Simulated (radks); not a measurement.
Task: The mean radii <r> (bohr) of the occupied orbitals of an atom or ion are listed with their occupations. Calculated with a radial shooting solver on a logarithmic mesh with Libxc functionals: scalar-relativistic Kohn-Sham, PBE, spin-unpolarised, spherical densities, finite nucleus; Fermi nuclear charge, rms radius of each element as measured or else 0.836 A^(1/3) + 0.57 fm.

| orbital | occ. | <r> |
|---|---|---|
| 1s | 2 | 0.02781 |
| 2s | 2 | 0.1199 |
| 2p | 6 | 0.1048 |
| 3s | 2 | 0.3221 |
| 3p | 6 | 0.3202 |
| 3d | 10 | 0.2967 |
| 4s | 2 | 0.7634 |
| 4p | 6 | 0.8181 |
| 4d | 10 | 0.9523 |
| 5s | 1 | 1.814 |

Name the element and its charge.

Result: Z = 52, tellurium, charge +5: Te5+ in [Kr] 4d10 5s1. The 1s radius gives Z: for a bare nucleus <r> = (2 gamma + 1)/(2Z) with gamma = sqrt(1 - (Z/c)^2), 0.02741 bohr for Z = 52, and screening makes it slightly larger (0.02781 here). The occupations add up to 47, and the charge is Z minus that.
